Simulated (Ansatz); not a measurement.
Input file for Ansatz (a first-principles code): R-r2SCAN/def2-TZVPPD on GeH4 (SMILES [GeH4]) with ghost functions, monomers drawn apart or pushed together. Files ending in .json are basis or fitting sets from the Basis Set Exchange.

Ansatz 0.2 input:
```yaml
crystal:
  periodic: [false, false, false]
  atoms:
    - {symbol: Ge, position_ang: [-0.02673749, -0.21409866, 4.26795222]}
    - {symbol: H, position_ang: [-0.96207208, 0.93672863, 3.87350159]}
    - {symbol: H, position_ang: [1.39922862, 0.08995551, 3.78756111]}
    - {symbol: H, position_ang: [-0.51718592, -1.52356198, 3.63566299]}
    - {symbol: H, position_ang: [-0.02294721, -0.36155591, 5.79958135]}
basis:
  gaussian:
    orbitals: def2-TZVPPD.json
    ghost_atoms:
      - {symbol: C, position_ang: [0.60878869, 0.32711738, -0.00530544]}
      - {symbol: C, position_ang: [-0.56063943, 0.07344282, -0.02098709]}
      - {symbol: H, position_ang: [1.64718112, 0.55186810, 0.01357255]}
      - {symbol: H, position_ang: [-1.59899138, -0.15205459, -0.03260470]}
hamiltonian:
  xc: {name: r2SCAN}
scf: {lower_state_search: off}
```

It printed:

```
WARN ansatz: RAYON_NUM_THREADS=1 ignored (pool sized by the plan → 1); use --threads N
Functional definition: r2SCAN
these checks for a lower state are left out or cut short: stability, starts, cluster_reference, orbital_swaps, neighbouring_geometries, increment
integrals: 0.13 GiB planned
1025 factors; their error is unknown
mean field: 0.93 GiB planned
mean field evaluation 1: about -56582.2239 eV, gradient 1.9e1 eV
mean field evaluation 2: about -56582.4851 eV, gradient 1.9e1 eV
mean field evaluation 4: about -56582.6790 eV, gradient 5.4e-1 eV
mean field evaluation 8: about -56582.6749 eV, gradient 2.5e-3 eV
mean field -56582.67493190 eV, -2079.3749506329 hartree, gradient 4.2e-6 eV, S^2 0.000000; 0 other end points of the search recorded, 0 dependent functions left out
reference -56582.67494347 eV, -2079.3749510581 hartree; 18, 18 occupied and 212, 212 virtual orbitals, 1025 factors
Total energy: -56582.67494347 eV, -2079.3749510581 hartree
Checks for a lower state left out: stability, starts, cluster_reference, orbital_swaps, neighbouring_geometries, increment
```

The calculation finished and met its thresholds.

Cost: around 3 core-seconds (rough).
